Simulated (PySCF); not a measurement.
B3LYP has the VWN-RPA correlation part, as in Gaussian. 

Cartesian coordinates (Å):
```xyz
5

Cd     0.0216    -0.1025     0.0645
O     -1.3686     0.4101     1.3491
H     -2.1648     0.6941     0.8780
O      1.4613    -0.7605    -1.0931
H      1.9073    -0.0158    -1.5207
```
Charge 0, spin multiplicity 1.

**Question.** Estimate the LUMO, HOMO, charge on the central atom (Mulliken), dipole moment, total energy and HOMO–LUMO gap that PySCF 2.14.0 with B3LYP-D3(BJ)/def2-TZVP // r2SCAN-D4/def2-SVP returns for this input.

**Answer.** 
- LUMO = -1.83 eV
- HOMO = -7.83 eV
- charge on the central atom (Mulliken) = 0.88 e
- dipole moment = 2.27 D
- total energy = -319.5504 Ha
- HOMO–LUMO gap = 6.01 eV
